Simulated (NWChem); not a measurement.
All runs are NWChem calculations. System: pivalic acid (C5H10O2), charge 0, spin multiplicity 1, at a geometry optimised with PBE/def2-SVP. Level: G0W0@PBE0/def2-SVP, RI basis def2-svp-rifit.

The NWChem input:

```
start mol
memory heap 200 mb stack 700 mb global 1700 mb
geometry units angstroms nocenter noautoz noautosym
  C     -0.875547     0.239830     1.539969
  C     -0.555852     0.149798     0.030339
  C     -1.526563    -0.814265    -0.667257
  C     -0.639836     1.555785    -0.606134
  C      0.874180    -0.383688    -0.138621
  O      1.796156     0.424971     0.452634
  O      1.192607    -1.402582    -0.722335
  H     -0.174378     0.921000     2.059952
  H     -1.906368     0.623728     1.683690
  H     -0.813726    -0.756057     2.024311
  H     -2.568440    -0.451582    -0.556414
  H     -1.461036    -1.831646    -0.234586
  H     -1.298285    -0.900973    -1.747547
  H      0.063874     2.259862    -0.121333
  H     -0.403841     1.521793    -1.689350
  H     -1.667800     1.957813    -0.495265
  H      2.661598    -0.007803     0.284385
end
basis spherical
  * library def2-svp
end
basis "ri basis" bse spherical
  * library def2-svp-rifit
end
dft
  xc pbe0
  iterations 100
  direct
  tolerances tight
end
task dft energy
gw
  states alpha occ 4 vir 2
end
task dft gw
```

Part of the output:

```
             Northwest Computational Chemistry Package (NWChem) 7.3.0
             --------------------------------------------------------

                                NWChem Input Module
                                -------------------

 Scaling coordinates for geometry "geometry" by  1.889725989
 (inverse scale =  0.529177249)

                             Geometry "geometry" -> ""
                             -------------------------

 Output coordinates in angstroms (scale by  1.889725989 to convert to a.u.)

  No.       Tag          Charge          X              Y              Z
 ---- ---------------- ---------- -------------- -------------- --------------
    1 C                    6.0000    -0.87554700     0.23983000     1.53996900
    2 C                    6.0000    -0.55585200     0.14979800     0.03033900
    3 C                    6.0000    -1.52656300    -0.81426500    -0.66725700
    4 C                    6.0000    -0.63983600     1.55578500    -0.60613400
    5 C                    6.0000     0.87418000    -0.38368800    -0.13862100
    6 O                    8.0000     1.79615600     0.42497100     0.45263400
    7 O                    8.0000     1.19260700    -1.40258200    -0.72233500
    8 H                    1.0000    -0.17437800     0.92100000     2.05995200
    9 H                    1.0000    -1.90636800     0.62372800     1.68369000
   10 H                    1.0000    -0.81372600    -0.75605700     2.02431100
   11 H                    1.0000    -2.56844000    -0.45158200    -0.55641400
   12 H                    1.0000    -1.46103600    -1.83164600    -0.23458600
   13 H                    1.0000    -1.29828500    -0.90097300    -1.74754700
   14 H                    1.0000     0.06387400     2.25986200    -0.12133300
   15 H                    1.0000    -0.40384100     1.52179300    -1.68935000
   16 H                    1.0000    -1.66780000     1.95781300    -0.49526500
   17 H                    1.0000     2.66159800    -0.00780300     0.28438500

 Effective nuclear repulsion energy (a.u.)     327.1811695504

            Nuclear Dipole moment (a.u.)
[...]
           1.985340929561         -69.370500204695         875.889794994706

     Multipole analysis of the density
     ---------------------------------

     L   x y z        total         alpha         beta         nuclear
     -   - - -        -----         -----         ----         -------
     0   0 0 0     -0.000000    -28.000000    -28.000000     56.000000

     1   1 0 0     -0.077261     -0.038625     -0.038625     -0.000011
     1   0 1 0      0.533507      0.266747      0.266747      0.000013
     1   0 0 1      0.316483      0.158231      0.158231      0.000021

     2   2 0 0    -28.607918   -174.005094   -174.005094    319.402270
     2   1 1 0      0.726268     16.516453     16.516453    -32.306637
     2   1 0 1      0.771324      0.002360      0.002360      0.766604
     2   0 2 0    -35.091443   -114.825324   -114.825324    194.559205
     2   0 1 1     -2.009681    -18.259491    -18.259491     34.509301
     2   0 0 2    -32.787490    -92.864827    -92.864827    152.942164

 Task  times  cpu:       29.1s     wall:       29.1s

                                NWChem Input Module
                                -------------------

                                 NWChem GW Module
                                 ----------------

                             ***********************
                             ***        GW       ***
                             ***********************

 Summary of "ri basis" -> "ri basis" (spherical)
 ------------------------------------------------------------------------------
       Tag                 Description            Shells   Functions and Types
 ---------------- ------------------------------  ------  ---------------------
 C                       def2-svp-rifit             16       48   6s5p4d1f
 O                       def2-svp-rifit             16       48   6s5p4d1f
 H                       def2-svp-rifit              6       14   3s2p1d

                 Memory Information
                 ------------------
          Available GA per process is          1699.8 MBs
          Available stack per process is        700.0 MBs
          Available heap per process is           0.0 MBs

          Peak memory in Initialization
              Peak GA per process is                 17.9 MBs
              Peak stack per process is               0.2 MBs
              Peak heap per process is               18.5 MBs
              Memory not in MA per process            0.0 MBs

          Peak memory in AFF Calculation
              Peak GA per process is                114.3 MBs
              Peak stack per process is              86.1 MBs
              Peak heap per process is                0.0 MBs
              Memory not in MA per process           86.1 MBs

          Computing 2-center integrals
          Computing Inverse Cholesky factor
          Computing 3-center integrals
          Computing V_xc ...

          Computing Sigma_x
          Computing RPA polarizability
          Solving quasiparticle equations

                  Alpha Orbitals
          State     Energy (eV)     Error (eV)
          -----------------------------------
@GW        25        -11.505           0.004
@GW        26        -11.523           0.004
@GW        27        -10.949           0.004
@GW        28         -9.579           0.004
@GW        29          3.161           0.002
@GW        30          3.646           0.004

   Applying  -1.7872 eV scissor-shift to rest of particle states

   Applying   2.8305 eV scissor-shift to rest of hole states

     GW Timing Statistics
   ------------------------
   Init.   :          0.0s
     ERIs  :          2.1s
     Distr.:          0.0s
     Vxc   :          3.8s
   Sigma_x :          0.0s
   RPA     :          7.1s
   Wmn     :          0.1s
   Sigma_c :          0.0s
   GW total:         13.2s

 Task  times  cpu:       13.2s     wall:       13.2s

 Total times  cpu:       42.4s     wall:       42.4s
```
